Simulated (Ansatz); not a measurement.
C₇H₁₄, SMILES `C[C@@H]1CC[C@H](C)C1`, relaxed with RKS PBE-D4/def2-SVP in the Gaussian-basis code of Ansatz from a rough embedded geometry. The force threshold is 0.03 eV/Å; the program also tests the step.

The species carries charge 0 and has multiplicity 1.

Start:

```xyz
21

C    -1.430    0.274    2.123
C    -0.307    0.522    1.126
C    -0.764    1.299   -0.119
C     0.094    0.786   -1.289
C     1.033   -0.281   -0.700
C     1.359   -1.398   -1.680
C     0.290   -0.761    0.547
H    -1.841    1.217    2.478
H    -2.231   -0.298    1.659
H    -1.061   -0.285    2.981
H     0.491    1.082    1.625
H    -1.820    1.099   -0.308
H    -0.654    2.374    0.024
H     0.659    1.589   -1.762
H    -0.539    0.334   -2.053
H     1.967    0.198   -0.386
H     1.855   -0.998   -2.563
H     2.018   -2.130   -1.219
H     0.450   -1.905   -1.996
H    -0.512   -1.443    0.259
H     0.943   -1.274    1.252
```

Q: How much energy does the relaxation release, and in how many steps? (An estimate is asked.)

A: The calculation gave: 0.14 eV, in 3 steps.

Q: Which bonds change most? (Best estimate.)

A: Computed: C7–H20 from 1.092 to 1.116 Å; C1–H9 from 1.088 to 1.111 Å; C6–H19 from 1.088 to 1.111 Å; C6–H17 from 1.088 to 1.110 Å.

Q: Give the relaxed structure. (Best estimate.)

A: Ansatz gave: 
```xyz
21

C    -1.418    0.308    2.177
C    -0.329    0.508    1.127
C    -0.783    1.303   -0.125
C     0.083    0.785   -1.306
C     1.020   -0.300   -0.712
C     1.422   -1.395   -1.696
C     0.251   -0.784    0.529
H    -1.807    1.277    2.553
H    -2.278   -0.254    1.752
H    -1.045   -0.264    3.051
H     0.516    1.061    1.598
H    -1.859    1.105   -0.318
H    -0.692    2.398    0.030
H     0.658    1.590   -1.807
H    -0.560    0.329   -2.088
H     1.945    0.204   -0.349
H     1.955   -0.978   -2.576
H     2.091   -2.144   -1.225
H     0.527   -1.935   -2.074
H    -0.580   -1.460    0.217
H     0.883   -1.353    1.242
```
